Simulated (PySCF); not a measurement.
Calculated NMR parameters of C[C@@H](C#N)[C@@H]1O[C@H]1F

- Formula: C5H6FNO
- SMILES: C[C@@H](C#N)[C@@H]1O[C@H]1F
- Point group of the computed structure: C1
- Degrees of unsaturation: 3
- Carbon signals: 5
- Proton signals: 4

Atom-mapped SMILES (the numbers label the heavy atoms): `[CH3:1][C@@H:2]([C:3]#[N:4])[C@@H:5]1[O:6][C@H:7]1[F:8]` (H(Xn): hydrogen on atom n).

Calculated, not measured (PySCF 2.14): geometry: GFN2-xTB, shielding tensors at PBE0/pcSseg-1 (GIAO). Fast rotation and ring inversion assumed for equivalent nuclei, no solvent, relativity neglected, a single conformation.

δ = σ(ref) − σ, references computed at the same level: TMS for ¹H and ¹³C; CFCl3 for ¹⁹F; ¹⁵N vs NH3; H2O for ¹⁷O.

| carbon | δC, type | δH (multiplicity) | HMBC from (2–3 bonds) | span of the C tensor (ppm) |
| --- | --- | --- | --- | --- |
| C1 | 17.9, CH3 | 1.43 (d) | H(C5), H(C2) | 35 |
| C2 | 28.8, CH | 1.79 (m) | H(C7), H(C5), H(C1) | 24 |
| C3 | 124.8, C | – | H(C5), H(C2), H(C1) | 352 |
| C5 | 57.9, CH | 3.03 (m) | H(C7), H(C2), H(C1) | 102 |
| C7 | 90.1, CH | 5.07 (m) | H(C5), H(C2) | 117 |

Other nuclei:
```tsv
atoms	nucleus	environment	δ (ppm)	σ (ppm)
F8	¹⁹F	fluorine on an sp3 carbon	-176.1	347.1
N4	¹⁵N	nitrile nitrogen	302.9	-35.2
O6	¹⁷O	ether oxygen	86.9	249.2
```

- Carbon types of the structure: 1 × C, 3 × CH, 1 × CH3, which accounts for all hydrogens.
- δC 124.8: nitrile carbon; typical of a nitrile.
- δC 90.1, 57.9: epoxide ring carbon.
- δC 28.8: sp3 CH α to a nitrile; a saturated carbon with 3 carbon neighbours and no heteroatom attached.
- δC 17.9: methyl carbon; aliphatic region, no heteroatom directly attached.
- δH 5.07, 3.03: hydrogen on an epoxide ring carbon.

Splittings by ¹⁹F in the carbon and heteronuclear signals aren't shown, as no couplings were computed. Shifts are as computed. Against solution values, carbons near 30 ppm lie about +3 ppm off and those near 130 ppm about +5 ppm (rms about the fit 2.1 ppm; single classes can miss by 10 ppm). Of 1328 compounds with measured shifts, 309 miss one by over three times the rms of a fit or turn the order of signals round; such compounds aren't used in these exercises. Signals without a measured value on file couldn't be tested in this way; 1H shifts scatter by 0.2 ppm about their fit, and single ones miss by 0.5 ppm. Unscaled 19F shifts against computed CFCl3 carry errors that often reach 10 to 50 ppm. Experimental scales use liquid or dissolved standards, which lie at an offset from isolated NH3 (liquid NH3: subtract about 20 ppm) and H2O (liquid H2O: subtract about 36 ppm). Unscaled 15N shifts of sp2 nitrogen often come out too high even then, by a few to some tens of ppm. Multiplicities follow the n + 1 count of equivalent neighbours, as no J values were calculated; m marks all less simple cases, F and P coupling included.
